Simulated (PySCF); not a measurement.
**Basis and Hamiltonian dependence of the excitation energy of Cd**

Cd [Kr] 4d10 5s2 (1S) → Cd [Kr] 4d10 5s1 6s1, s spin flipped. All values are computed (PySCF 2.14, energy differences of UHF-based or UKS calculations, no spin-orbit coupling). Values in eV.

```
                                                               basis    Hamiltonian  functions    UHF  r2SCAN   PBE0  MP2 (valence)
                                        aug-cc-pVDZ-PP with ECP28MDF            ECP         54  0.000   0.000  0.000          0.000
                                      aug-cc-pwCVDZ-PP with ECP28MDF            ECP         70  0.000   0.000  0.000          0.000
                                        aug-cc-pVQZ-PP with ECP28MDF            ECP        135  0.000   0.000  0.000          0.000
x2c-QZVPPall with one added diffuse shell each of s, p, d, f, g type  spin-free X2C        143  0.000   0.000  0.000          0.000
```

Frozen in the all-electron rows: valence: [Kr]; with a core potential, the same shells as far as they lie outside it.

In the upper determinant the s electron has its spin opposite to the other open shell, which mixes two multiplicities.
